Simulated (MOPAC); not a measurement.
MOPAC input (AM1):

```
AM1 1SCF CHARGE=1 GEO-OK AUX(PRECISION=9) THREADS=1
CBr

C    -0.00000000 1   -0.00000000 1   -1.56301822 1
Br    0.00000000 1    0.00000000 1    0.26794598 1
```

From the last part of the output:

```
                                                       MOPAC v23.2.5 Linux

          FINAL HEAT OF FORMATION =        347.55559 KCAL/MOL =    1454.17260 KJ/MOL

          COSMO AREA              =         77.99 SQUARE ANGSTROMS
          COSMO VOLUME            =         61.54 CUBIC ANGSTROMS

          IONIZATION POTENTIAL    =         19.662804 EV
          HOMO LUMO ENERGIES (EV) =        -19.663 -9.258
          NO. OF FILLED LEVELS    =          5
          MOLECULAR WEIGHT        =         91.9150         POINT GROUP:  C*v

          MOLECULAR DIMENSIONS (Angstroms)

            Atom       Atom       Distance
           Br     2    C     1     1.83096
           Br     2    C     1     0.00000
            C     1   Br     2     0.00000

          SCF CALCULATIONS        =          1

   ATOM   CHEMICAL          X               Y               Z
  NUMBER   SYMBOL      (ANGSTROMS)     (ANGSTROMS)     (ANGSTROMS)

     1       C         -0.00000000  *  -0.00000000  *  -1.56301822  *
     2      Br          0.00000000  *   0.00000000  *   0.26794598  *

                             CARTESIAN COORDINATES

   1    C       -0.000000000    -0.000000000    -1.563018220
   2   Br        0.000000000     0.000000000     0.267945980

           Empirical Formula: C Br  =     2 atoms

      MOLECULAR POINT GROUP   :   C*v

                  EIGENVALUES
 -41.97731 -30.83922 -19.97676 -19.97676 -19.66280  -9.25774  -9.25774  -7.77251

              NET ATOMIC CHARGES AND DIPOLE CONTRIBUTIONS

  ATOM NO.   TYPE          CHARGE      No. of ELECS.   s-Pop       p-Pop
    1          C           0.647916        3.3521     1.92898     1.42311
    2         Br           0.352084        6.6479     1.97421     4.67370
 DIPOLE           X         Y         Z       TOTAL
 POINT-CHG.     0.000     0.000    -4.549     4.549
 HYBRID         0.000     0.000     0.540     0.540
 SUM            0.000     0.000    -4.008     4.008

          ATOMIC ORBITAL ELECTRON POPULATIONS

     Atom    s        px        py        pz
    1  C   1.92898   0.25553   0.25553   0.91205
    2 Br   1.97421   1.74447   1.74447   1.18476

 **********************
 *                    *
 * JOB ENDED NORMALLY *
 *                    *
 **********************

 == MOPAC DONE ==
```

The dipole moment of an ion depends on the origin.
